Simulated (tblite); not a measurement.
C7H9ClO.
Z-matrix (Å and degrees, GFN2-xTB geometry), rows numbered from 1:
```
C 
C   1  1.3234
C   2  1.4678  1  123.24
C   3  1.4902  2  121.95  1  -157.84
C   4  1.5139  3   61.91  2  -108.56
C   5  1.5082  3  120.00  4  -108.50
C   5  1.4673  3  111.77  4   105.68
O   7  1.1909  5  127.21  3   -38.73
Cl  7  1.7744  5  114.07  3   140.06
H   1  1.0773  2  121.62  3    -0.62
H   1  1.0759  2  121.87  3   179.23
H   2  1.0810  1  120.15  3  -179.13
H   3  1.0839  2  114.09  1    -9.60
H   4  1.0795  3  118.44  5   106.65
H   4  1.0794  3  117.91  5  -107.84
H   6  1.0882  5  110.86  3   -75.96
H   6  1.0880  5  110.23  3   164.00
H   6  1.0858  5  110.42  3    44.37
```

Computed with GFN2-xTB (tblite): harmonic, unscaled wavenumbers at the GFN2-xTB geometry, gas phase. Against measured fundamentals such values can be off by several per cent, at times by over 20. One conformer, not necessarily the lowest.

Harmonic wavenumbers (cm⁻¹): 36.5, 72.8, 113.5, 172.8, 196.1, 279.6, 287.4, 330.9, 359.8, 386.1, 446.1, 468.3, 612.5, 636.2, 687.6, 794.8, 834.4, 890.4, 895.9, 938.0, 950.0, 977.9, 1013.1, 1064.6, 1069.1, 1081.1, 1115.2, 1196.9, 1236.1, 1275.8, 1316.4, 1367.5, 1413.5, 1418.2, 1451.7, 1481.8, 1487.3, 1694.2, 1788.1, 3031.2, 3038.0, 3047.0, 3058.1, 3071.8, 3089.0, 3107.3, 3108.9, 3138.2.

A = 2395, B = 831.1, C = 783.5 MHz; mass 144.034 u (most abundant isotopes); point group C1, symmetry number 1.

**Question.** What is the zero-point energy?

**Answer.** ½Σν̃ = 30764 cm⁻¹ = 368.02 kJ/mol.

**Question.** Entropy at 500 K, 1 bar (ideal gas, RRHO, classical rotation)?

**Answer.** Translation 181.59, rotation 130.76, vibration 199.65: S = 512.0 J/(mol K).

**Question.** And Cp and H(500 K) − H(0)?

**Answer.** Cp = 230.66 J/(mol K), of which vibrations give 197.41 (their classical limit is 48 R = 399.1); H(500 K) − H(0) = 67.90 kJ/mol without the zero-point energy, 51.28 from vibrations.

**Question.** How do the functions run with temperature in this model?

**Answer.** 
```csv
T (K),S (J/(mol K)),Cp (J/(mol K)),H − H(0) (kJ/mol),G − H(0) (kJ/mol),ln q(vib)
100,293.2,75.2,5.31,-24.01,1.75
200,358.3,116.7,14.94,-56.72,4.21
300,413.4,157.9,28.66,-95.35,6.70
800,636.8,299.3,148.38,-361.07,18.84
1000,706.9,328.7,211.34,-495.60,23.27
```

q(vib) and H(0) count from the zero-point level.

**Question.** What must be added to the electronic energy to get the Gibbs energy at 500 K and 1 bar?

**Answer.** ZPE + [H(500 K) − H(0)] − T·S = 368.02 + 67.90 − 256.00 = 179.92 kJ/mol.

**Question.** Which modes carry the vibrational entropy at 500 K?

**Answer.** 36.5 cm⁻¹: 27.05; 72.8 cm⁻¹: 21.33; 113.5 cm⁻¹: 17.66; 172.8 cm⁻¹: 14.21; 196.1 cm⁻¹: 13.18; 279.6 cm⁻¹: 10.34 J/(mol K); the other 42 give 95.88 together.

**Question.** Blend soft modes into free rotors: weight 1/[1 + (100 cm⁻¹/ν̃)⁴] for the oscillator and the rest for a rotor with moment μB/(μ + B), μ = h/(8π²ν), B = 10⁻⁴⁴ kg m². What vibrational entropy results?

**Answer.** 184.52 J/(mol K) in place of 199.65, which changes −T·S at 500 K by +7.56 kJ/mol.

Hindered rotation and anharmonicity are outside this model. Other conformers, if any are populated, would add a mixing term that is left out. The structure is chiral; the term R ln 2 for an equal mix with its mirror image is left out.

The run took 1.1 s wall on Arm Neoverse N1, one thread, no GPU (shared host). This covers the Hessian and the dipole derivatives.
